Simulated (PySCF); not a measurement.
Species: C8H10P2.
Numbering: `[CH3:1][c:2]1[p:3][cH:4][cH:5][p:6][c:7]1[CH:8]1[CH2:9][CH2:10]1` (hydrogens: H11, H12, H13 on C1; H14 on C4; H15 on C5; H16 on C8; H17, H18 on C9; H19, H20 on C10)

Torsions of this conformer, `[CH3:1][c:2]1[p:3][cH:4][cH:5][p:6][c:7]1[CH:8]1[CH2:9][CH2:10]1`: P6–C7–C8–C9 -97°.

The closed-shell ground state was solved at several levels (PySCF, density fitting, gas phase, non-relativistic). Geometry: PBE0-D3(BJ)/def2-SVP, one conformer, isolated molecule.

```json
{"level": "B97-2/pcSseg-1", "basis functions": "234", "total energy (Eh)": "-993.3802", "HOMO (eV)": "-6.58", "LUMO (eV)": "-2.19", "gap (eV)": "4.39", "dipole (D)": "1.21"}
{"level": "PBE0/pcSseg-1", "basis functions": "234", "total energy (Eh)": "-992.8206", "HOMO (eV)": "-6.80", "LUMO (eV)": "-2.16", "gap (eV)": "4.64", "dipole (D)": "1.20"}
```

What might CAM-B3LYP/def2-SVPD (288 basis functions) give for the same quantities?

Total energy -992.9210 Eh, HOMO -7.77 eV, LUMO -1.12 eV, gap 6.65 eV, dipole 1.09 D.

Over all these levels, which gives the widest orbital gap and which the narrowest?

CAM-B3LYP/def2-SVPD (range-separated hybrid) has the widest, 6.65 eV, and B97-2/pcSseg-1 (global hybrid, 21 % exact exchange) the narrowest, 4.39 eV. Functional and basis both differ between the two, so the spread mixes both effects.

How far do the dipole and the HOMO energy spread over the levels?

The dipole runs from 1.09 to 1.21 D (mean 1.17 D) and the HOMO from -7.77 to -6.58 eV.
